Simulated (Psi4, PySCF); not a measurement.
BF₃, charge +1, doublet, at a GFN2-xTB geometry (a state made from the parent by changing its charge; the spin is typed, not shown lowest), atoms displaced at random by about 0.08 Å a coordinate. Base run: PySCF with PBE0/cc-pVDZ, gradient.

Input for PySCF:
```python
from pyscf import gto, scf, dft

mol = gto.M(
    atom='''
B    -0.05218726   -0.03300812   -0.16800771
F    -0.91427605   -0.93280792   -0.02943810
F    -0.04161987    1.24032412   -0.50738048
F     1.06068224   -0.52116523    0.47946218
''',
    basis='cc-pvdz',
    charge=1,
    spin=1,
    verbose=4,
)

mf = dft.UKS(mol)
mf.xc = 'pbe0'
mf.kernel()
g = mf.nuc_grad_method()
grad = g.kernel()
```

Programs used: Psi4, PySCF; a row that names a program was run with it.

The coordinate followed is z of atom 2.

Variants of this job, named by their change:

```tsv
change	dE/dx (Eh/bohr)	net force (Eh/bohr)
base	0.003855	0.000310
finite difference step (bohr) = 1e-5; conv_tol = 1e-11	0.003939	-
finite difference step (bohr) = 0.01; conv_tol = 1e-11	0.003940	-
grid_response = on	0.003939	0.000000
conv_tol = 1e-6	0.003835	0.000310
grids.level = 5; grid_response = on	0.003975	0.000000
finite difference step (bohr) = 1e-3; conv_tol = 1e-11	0.003940	-
finite difference step (bohr) = 0.2; conv_tol = 1e-11	0.004206	-
code = psi4	0.003963	0.000428
grids.level = 5; grid_response = off	0.003967	0.000016
finite difference step (bohr) = 0.05; conv_tol = 1e-11	0.003957	-
grids.level = 0; grid_response = off	0.006213	0.019951
```

The net force is zero for an exact gradient.

Open shells are given as the SCF converged; they aren't shown to be the lowest states, and a large step between rows can be another state.
